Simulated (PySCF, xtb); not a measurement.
1-ethenoxypropa-1,2-diene (C5H6O), SMILES C=C=COC=C.

xtb 6.7.1 with GFN2-xTB at its own geometry gives an orbital gap of 4.24 eV and a dipole moment of 0.90 D.

Geometry: B3LYP-D3(BJ)/def2-SVP. One conformer was computed; it need not be the lowest.

What does PBE0/def2-TZVP run with PySCF give? (The exact figures need the calculation; the answer reports its results.)

gap 6.32 eV (levels -6.63 and -0.31 eV), dipole 0.64 D.
